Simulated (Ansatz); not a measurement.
Cartesian coordinates in Å:
```
F -0.1186 -0.8027 2.2520
Si 0.5119 -0.3801 0.8515
Al -0.7466 -0.1389 -1.2038
Br -0.3896 1.8244 0.4728
I 2.8918 -0.1048 1.2422
H -2.2638 -0.5631 -1.1260
H 0.1149 0.1653 -2.4887
```

Total charge 0; spin multiplicity 1. I: def2 effective core potential. The bonds changed during the relaxation, so this is another structure than the one it started from.

(1) List the ωB97M-V/def2-TZVPP orbital energies in eV (Ansatz). (Estimate.)

Results:

(1) The calculation gave: Occupied: -13157.45, -1809.59, -1709.77, -1537.95, -1537.93, -1537.91, -1532.73, -678.21, -242.61, -191.14, -182.23, -182.17, -182.10, -150.42, -136.91, -136.71, -136.70, -117.31, -104.60, -104.54, -104.45, -76.94, -76.85, -76.75, -75.62, -75.61, -75.56, -75.51, -75.50, -55.82, -55.74, -55.73, -55.56, -55.56, -36.75, -25.10, -22.74, -18.49, -16.10, -15.94, -15.65, -14.01, -12.45, -11.97, -11.81, -10.99, -10.57, -10.31, -9.51. Lowest empty: 0.22, 0.46, 0.90, 1.34, 2.16, 2.67, 3.80, 4.16.
